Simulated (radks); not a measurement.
Coulomb parameter of the 4f shell of neutral thulium in the model configuration [Xe] 4f12 6s2 6p1, as a second difference U = [E(n + 0.25) + E(n - 0.25) - 2 E(n)] / (0.25)^2 with all orbitals relaxed. "Bare": the charge of the atom changes with n. "Screened": the 6p shell takes up the change at fixed total charge, which measures U(4f,4f) + U(6p,6p) - 2 U(4f,6p). All-electron calculation, Dirac Kohn-Sham, PBEsol, spin-unpolarised, spherical densities, finite nucleus; open shells are shared between the two j in proportion to 2j + 1; Fermi nuclear charge, rms radius 5.2256 fm. Program: a radial shooting solver on a logarithmic mesh with Libxc functionals. Estimate both.

Answer. U(bare) = 15.371 eV, U(screened by 6p) = 9.448 eV, against the Slater integral F0(4f,4f) = 33.525 eV with frozen orbitals. The step up makes a negative ion, whose loosely bound charge lowers the bare value.
